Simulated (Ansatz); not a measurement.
```xyz
5

N    -1.668   -1.063    0.830
C    -0.786   -0.509    0.341
B     0.400    0.240   -0.291
F     0.591    0.159   -1.582
Cl    1.462    1.174    0.702
```

Charge 0, multiplicity 1.

Q: List the PBE/def2-TZVPP orbital energies in eV (Ansatz 0.2.0). (Best estimate.)

A: Ansatz gave: Occupied: -2740.24, -661.69, -381.42, -270.24, -250.83, -191.51, -191.39, -191.32, -181.00, -31.79, -23.28, -22.07, -15.73, -14.08, -12.77, -12.46, -10.59, -9.68, -9.43, -9.15, -9.14, -8.68. Lowest empty: -3.63, -1.41, 0.06, 0.91, 1.01, 1.90, 2.44, 2.44.
